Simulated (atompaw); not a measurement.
# Reading a pseudo-wave (Sm (Z = 62))

Columns: radius, all-electron u(r) and pseudo u(r) of the 5d shell (level -24.45 eV) of samarium in the configuration [Kr] 4d10 4f5 5s2 5p6 5d0 6s0 6p0; PBE, scalar-relativistic, PAW (atompaw) scheme, atompaw 4.2.0.5.

```csv
r (bohr),all-electron,pseudo
0.115,0.2026,0.0001
0.231,0.0975,0.0009
0.346,-0.1818,0.0030
0.462,-0.3301,0.0071
0.577,-0.3122,0.0138
0.692,-0.1911,0.0237
0.808,-0.0252,0.0376
0.923,0.1446,0.0557
1.038,0.3000,0.0788
1.154,0.4335,0.1072
1.269,0.5401,0.1409
1.385,0.6221,0.1802
1.500,0.6805,0.2243
1.615,0.7186,0.2726
1.731,0.7398,0.3244
1.846,0.7466,0.3774
1.962,0.7419,0.4300
2.077,0.7282,0.4787
2.192,0.7075,0.5209
2.308,0.6816,0.5537
2.423,0.6522,0.5737
2.538,0.6205,0.5795
2.654,0.5869,0.5704
2.769,0.5529,0.5487
2.885,0.5184,0.5180
3.000,0.4843,0.4843
```

Q: How many radial nodes do the two functions have?

A: The all-electron 5d function has n − l − 1 = 2; the pseudo-wave has 0, since the states of the same l below it are removed with the core.

Q: Where does each function peak?

A: Outermost all-electron maximum near 1.85 bohr, pseudo maximum near 2.54 bohr (to the table’s step).

Q: Is the pseudo-wave norm-conserving?

A: No, it belongs to a PAW set: the norm inside the radius is not constrained, and the difference is carried by the augmentation charge.
